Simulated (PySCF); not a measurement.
## `N[Si@H]([SiH3])[GeH3]`, GeH$_{9}$NSi$_{2}$

Geometry (Å), atoms numbered from 1 in this order:
```xyz
13

N     0.0270    1.8131    0.9042
Si   -0.0412    0.5727   -0.3005
Si   -1.9267   -0.7926   -0.2743
Ge    1.9464   -0.6336    0.0161
H    -0.7158    2.4908    0.9594
H     0.3375    1.5765    1.8327
H     0.0547    1.3346   -1.5570
H    -1.8907   -1.8070   -1.3307
H    -3.1671   -0.0306   -0.4622
H    -2.0897   -1.5158    0.9939
H     2.0451   -1.3709    1.3266
H     2.1626   -1.7415   -0.9755
H     3.2534    0.1048   -0.0289
```

Computed, not measured: PySCF 2.14.0, quadratic response CAM-B3LYP/def2-SVPD first hyperpolarisability, Taylor convention, gas phase. Geometry: GFN2-xTB.

The calculation is non-relativistic, which matters for the atoms heavier than Zn.

Question: Give the tensor of the second harmonic β(−2ω;ω,ω) at 1064 nm in the axes of these coordinates.

Answer: In au, Taylor convention; rows are the first index (the induced dipole):
|  | xx | yy | zz | xy | xz | yz |
| --- | --- | --- | --- | --- | --- | --- |
| x | +47.5 | +47.9 | +5.0 | +99.2 | +18.0 | +17.8 |
| y | +97.3 | +131.3 | +42.0 | +48.1 | +17.2 | +45.4 |
| z | +17.8 | +45.2 | +21.7 | +18.0 | +4.6 | +41.3 |

Norm of βᵢ = ⅓ Σⱼ (βᵢⱼⱼ + βⱼᵢⱼ + βⱼⱼᵢ): 301.5 au, hyper-Rayleigh value 116.7 au.
